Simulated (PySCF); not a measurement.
**Bond curve of ZnGa**

Set-up: basis Zn pcseg-1, Ga pcseg-1; no relativity; PySCF 2.14. Energies in eV from Zn + Ga in their ground configurations at the same level. State: ²Π (doublet), unpaired electrons π ↑.

All columns are PBE0. A positive dipole means Zn(−)Ga(+).

| R (Å) | E (eV) | μ (D) | Mulliken charge on Zn (basis-dependent) | HOMO (eV) | LUMO (eV) | Mayer bond order | ⟨S²⟩ |
| --- | --- | --- | --- | --- | --- | --- | --- |
| 2.339 | -0.115 | -1.44 | 0.19 | -4.07 | -2.32 | 0.90 | 0.76 |
| 2.448 | -0.247 | -1.45 | 0.20 | -3.98 | -2.23 | 0.81 | 0.76 |
| 2.557 | -0.314 | -1.44 | 0.19 | -3.91 | -2.15 | 0.73 | 0.76 |
| 2.638 | -0.335 | -1.42 | 0.19 | -3.86 | -2.10 | 0.67 | 0.76 |
| 2.720 | -0.340 | -1.40 | 0.18 | -3.83 | -2.06 | 0.61 | 0.76 |
| 2.802 | -0.333 | -1.37 | 0.18 | -3.79 | -2.05 | 0.55 | 0.75 |
| 2.910 | -0.313 | -1.32 | 0.17 | -3.76 | -2.05 | 0.48 | 0.75 |
| 3.046 | -0.279 | -1.25 | 0.15 | -3.73 | -2.06 | 0.40 | 0.75 |
| 3.210 | -0.233 | -1.14 | 0.13 | -3.71 | -2.05 | 0.32 | 0.75 |
| 3.427 | -0.176 | -0.98 | 0.10 | -3.70 | -2.04 | 0.23 | 0.75 |

A fit through these points gives, at Re = 2.709 Å, μ = -1.40 D and dμ/dR = 0.306 D/Å; the reduced mass is 33.17 u.

Problem. How strong is the fundamental in the double-harmonic approximation, I = 42.26·(dμ/dR)²/μred km/mol?

Solution. I = 42.26·(0.306)²/33.17 = 0.119 km/mol at PBE0.

The bond is weak. Basis-set superposition, not corrected here, can be much of De in a small basis, most of all at correlated wavefunction levels. Functionals without a dispersion term scatter widely for such bonds, and LDA overbinds them. Spin–orbit coupling is left out. The state is the lowest determinant that a PBE0 search found; another state may lie lower at other levels.
